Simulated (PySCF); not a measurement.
Isomers of C3H9NSi2, one GFN2-xTB conformer each. Single-point energies are computed at PBE0/pcSseg-1 (PySCF, gas phase, no added dispersion term), electronic only.

| SMILES | GFN2-xTB relative energy (kcal/mol) |
| --- | --- |
| C#C[Si@@](C)(N)[SiH3] | 23.7 |
| [H]/N=C\C=C\[SiH2][SiH3] | 22.1 |
| C=NC1[SiH2]C[SiH2]1 | 16.5 |
| N#CCC([SiH3])[SiH3] | 0.0 |

Conformers: `[CH:1]#[C:2][Si@@:3]([CH3:4])([NH2:5])[SiH3:6]` with C2–Si3–N5–H 58° and -162°; `[H]/[N:1]=[CH:2]\[CH:3]=[CH:4]\[SiH2:5][SiH3:6]` with N1–C2–C3–C4 178°, C3–C4–Si5–Si6 -104°; `[CH2:1]=[N:2][CH:3]1[SiH2:4][CH2:5][SiH2:6]1` with C1–N2–C3–Si4 -130°; `[N:1]#[C:2][CH2:3][CH:4]([SiH3:5])[SiH3:6]` with C2–C3–C4–Si5 -167°.

Problem. What does PBE0/pcSseg-1 give for the same structures?

Solution. 
| SMILES | PBE0/pcSseg-1 E (Eh) | PBE0/pcSseg-1 (kcal/mol) | GFN2-xTB (kcal/mol) | point group |
| --- | --- | --- | --- | --- |
| C#C[Si@@](C)(N)[SiH3] | -752.94291 | 0.0 | 23.7 | C1 |
| N#CCC([SiH3])[SiH3] | -752.94054 | 1.5 | 0.0 | C1 |
| C=NC1[SiH2]C[SiH2]1 | -752.93209 | 6.8 | 16.5 | Cs |
| [H]/N=C\C=C\[SiH2][SiH3] | -752.92184 | 13.2 | 22.1 | C1 |

GFN2-xTB puts N#CCC([SiH3])[SiH3] lowest instead; measured from each level's own lowest isomer, the values differ by up to 23.7 kcal/mol (C#C[Si@@](C)(N)[SiH3]: 23.7 against 0.0). As drawn, the lowest has a C≡C bond, which the highest lacks; the highest has a C=N bond and a C=C bond outside aromatic rings, which the lowest lacks. Neighbours under 2.5 kcal/mol apart (C#C[Si@@](C)(N)[SiH3] and N#CCC([SiH3])[SiH3]) can change places with a better method, another conformer or zero-point energy.

Problem. Which frontier levels, dipoles and rotational constants go with these structures?

Solution. 
| SMILES | HOMO (eV, PBE0/pcSseg-1) | LUMO (eV) | dipole (D) | A, B, C (MHz) |
| --- | --- | --- | --- | --- |
| C#C[Si@@](C)(N)[SiH3] | -7.07 | -0.34 | 0.95 | 2317, 1639, 1336 |
| N#CCC([SiH3])[SiH3] | -8.86 | -0.14 | 3.51 | 3117, 1433, 1046 |
| C=NC1[SiH2]C[SiH2]1 | -6.99 | -0.15 | 1.06 | 3475, 1851, 1323 |
| [H]/N=C\C=C\[SiH2][SiH3] | -7.58 | -1.73 | 2.24 | 5957, 764.0, 716.4 |
